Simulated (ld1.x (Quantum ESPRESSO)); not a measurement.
zinc (Zn), TM: configuration errors across variants

- Element: Zn
- Generator: ld1.x (Quantum ESPRESSO) 7.5
- Type: norm-conserving Troullier–Martins (Kleinman–Bylander form)
- Functional: LDA (PZ)
- Relativity: scalar-relativistic
- Frozen core: [Ar]
- Valence charge: 12
- Reference configuration: 3d10 4s1 4p1
- Partial waves: 4s (bound): rc 2.05 bohr; 4p (bound): rc 2.00 bohr; 3d (bound): rc 1.35 bohr
- Local potential: the d channel
- Core correction: Bessel-smoothed model core inside 0.85 bohr

All-electron excitation energies from the reference (eV): (1) 3d10 4s2 4p0 -5.184; (2) 3d10 4s1 4p0 5.006; (3) 3d10 4s0 4p0 23.775; (4) 3d10 4s0 4p1 11.430; (5) 3d8 4s0 4p0 126.814; (6) 3d9 4s2 4p1 7.171; (7) 3d10 4s1.5 4p0 -1.106; (8) 3d10 4s1 4p1 spin -0.620; (9) 3d10 4s1 4p0 spin 4.758.

Spin tests fill each open shell by Hund’s rule, majority spin first.

A true bound ghost makes a file unfit for plane-wave use even where its test errors are small: the radial tests pick states by their node count and pass the ghost by.

Errors AE − PS in meV (a dash: test not solved or not reliable):

```csv
change,(1),(2),(3),(4),(5),(6),(7),(8),(9),bound ghosts
base,-0.7,-2.0,-25,-5.0,-989,-231,-0.3,+1.6,-2.3,"s, p"
core correction none,+1.6,-1.2,-3.5,+0.8,-580,-198,+0.1,+12,+6.0,"s, p"
core correction Bessel-smoothed model core inside 0.52 bohr,-0.7,-2.0,-25,-5.0,-987,-230,-0.3,+1.6,-2.3,"s, p"
core correction Bessel-smoothed model core inside 0.68 bohr,-0.6,-2.0,-25,-5.0,-988,-230,-0.2,+1.6,-2.3,"s, p"
core correction Bessel-smoothed model core inside 0.82 bohr,-0.7,-2.0,-25,-5.0,-989,-231,-0.3,+1.5,-2.3,"s, p"
core correction Bessel-smoothed model core inside 1.16 bohr,-0.6,-2.0,-25,-4.9,-977,-228,-0.3,+1.6,-2.3,"s, p"
core correction Bessel-smoothed model core inside 1.32 bohr,-0.6,-2.0,-25,-4.8,-953,-223,-0.3,+1.7,-2.2,"s, p"
core correction Bessel-smoothed model core inside 1.46 bohr,-0.5,-1.9,-24,-4.7,-924,-218,-0.2,+1.9,-2.0,"s, p"
core correction Bessel-smoothed model core inside 1.60 bohr,-0.4,-1.9,-24,-4.5,-889,-213,-0.2,+2.2,-1.8,"s, p"
```

Q: Give the same row for: core correction Bessel-smoothed model core inside 0.98 bohr.

A: -0.6, -2.0, -25, -5.0, -988, -230, -0.3, +1.6, -2.3; bound ghosts: s, p.
